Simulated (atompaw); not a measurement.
# Before and after: PAW (atompaw) potential for Ag

| Quantity | Value |
| --- | --- |
| Element | Ag (Z = 47) |
| Generator | atompaw 4.2.0.5 |
| Type | PAW |
| Functional | PBE |
| Relativity | scalar-relativistic |
| Frozen core | [Ar] 3d10 |
| Valence charge | 19 |
| Reference configuration | 4s2 4p6 4d10 5s1 5p0 |
| Partial waves | 4s (bound): rc 1.05 bohr; 5s (bound): rc 2.00 bohr; 4p (bound): rc 1.35 bohr; 5p (bound, empty): rc 1.70 bohr; 4d (bound): rc 2.00 bohr; 4d channel at -0.25 Ry: rc 2.00 bohr |
| Local potential | bessel scheme, radius 1.50 bohr |
| Core correction | smooth core density matched at 1.75 bohr |
| Augmentation charge | gaussian compensation charge, radius 1.65 bohr; PAW radius 2.00 bohr; waves and projectors: custom rrkj vanderbiltortho |

Change: wave 4s (bound): rc 1.05 bohr becomes 4s (bound): rc 1.96 bohr.

Cutoffs: the cutoffs (Ry, on a coarse ladder) from which the occupation-weighted sum of valence levels, in a spherical-Bessel basis at the reference potential, stays within 10 and 1 mRy of its value at 400 Ry; they do not see the model core or the augmentation charge, which bear on the density cutoff.

**Question.** What does the change do?

**Answer.** The potential gets softer (50 Ry and 110 Ry → 45 Ry and 80 Ry); neither file shows a bound ghost.

```tsv
quantity	base	changed
cutoff, loose	50 Ry	45 Ry
cutoff, tight	110 Ry	80 Ry
loose cutoff by channel (10 mRy a level)	s 30 Ry, p 40 Ry, d 21 Ry	s 15 Ry, p 40 Ry, d 21 Ry
bound ghosts	none	none
s: phases at 2.02 bohr within 0.05 rad from the reference energy up to (Ry; the scan ends near 5)	to the end of the scan	to the end of the scan
p: phases at 2.02 bohr within 0.05 rad from the reference energy up to (Ry; the scan ends near 5)	to the end of the scan	to the end of the scan
d: phases at 2.02 bohr within 0.05 rad from the reference energy up to (Ry; the scan ends near 5)	4.4	4.4
lowest overlap eigenvalue by channel	s 0.43, p 0.08, d 1.00	s 0.66, p 0.08, d 1.00
```

 The cutoffs see the waves, projectors and local potential, not the compensation charge or the core.
